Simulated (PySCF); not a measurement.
Si(OSiH3)(H)(F)(NHSiH3) (FH8NOSi3), SMILES F[SiH](N[SiH3])O[SiH3].

Geometry optimised at B3LYP-D3(BJ)/def2-SVP. One conformer was computed; it need not be the lowest.

The numbers are results of M06-2X/def2-TZVP run with PySCF, not measurements.

Q: Estimate the frontier levels, gap, dipole moment and polarisability. (An estimate is asked for; the answer gives what the named calculation found.)

A: 
```yaml
highest_occupied_level: -9.28 eV
lowest_empty_level: 0.63 eV
orbital_gap: 9.91 eV
dipole_moment: 2.18 D
quadrupole, principal values (traceless, Buckingham form, about the centre of nuclear charge): -2.09, -1.55, 3.64 D·Å
mean_static_polarisability: 80.7 bohr³ (11.97 Å³)
polarisability_principal_values: 72.8, 78.9, 90.5 bohr³
```
